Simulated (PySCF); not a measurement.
**Computed properties of CH6S3Si, SMILES C[Si](S)(S)S**

Si(Me)(SH)3 (CH6S3Si), SMILES C[Si](S)(S)S. The structure is a stationary point at r2SCAN-D4/def2-SVP. Other conformers were not sampled. All values are computed for the isolated molecule unless a solvent is named; none is compared with measurement here.

**Structure.** All 27 harmonic modes at r2SCAN-D4/def2-SVP (PySCF) are real, so it is a minimum. With heavy atoms numbered as in [CH3:1][Si:2]([SH:3])([SH:4])[SH:5], the shortest bond between them is C1–Si2 at 1.866 Å and the longest Si2–S5 at 2.156 Å.

**Vibrations.** The strongest infrared lines (harmonic, unscaled, degenerate partners summed) lie at 536 cm⁻¹ (83 km/mol, Si 52 %, S 36 %, H 10 %), 829 cm⁻¹ (80 km/mol, H 69 %, C 15 %, Si 13 %), 525 cm⁻¹ (75 km/mol, Si 53 %, S 35 %, H 12 %). The softest mode is at 103 cm⁻¹ and the zero-point energy is 41.6 kcal/mol.

**Electronic structure.** ωB97X/def2-TZVP (PySCF) places the frontier levels at -9.75 and 1.92 eV, a gap of 11.67 eV, and gives a dipole moment of 1.71 D and a mean polarisability of 92.4 bohr³. PBE/def2-TZVP (PySCF) at the same geometry gives -6.17 and -1.06 eV, so its gap is 6.56 eV narrower. An orbital gap is neither the optical nor the fundamental gap.

**Excitations.** TDA-PBE0/def2-SVPD (PySCF) has S1 at 5.79 eV (214 nm, f = 0.004, weak); the most intense of the 10 singlets computed lies at 6.37 eV (f = 0.06). T1 (TDA) is at 5.37 eV, 0.42 eV under S1. TDA-PBE/def2-SVPD (PySCF) puts S1 at 5.21 eV. No vertical singlet excitation falls in the visible range (under 3.1 eV).

**NMR.** GIAO shifts at PBE0/pcSseg-1 (PySCF) (non-relativistic, atoms alike by connectivity averaged): ¹³C at 14.1 ppm against TMS; ¹H from 1.0 to 1.5 ppm against TMS; ²⁹Si at 49.1 ppm against TMS.

**Solvation.** SMD-M06-2X/6-31G* (PySCF) gives -3.8 kcal/mol in water, -7.3 kcal/mol in dimethylsulfoxide, -6.3 kcal/mol in toluene (1 M in both phases, gas-phase geometry); of these solvents dimethylsulfoxide holds the molecule best.
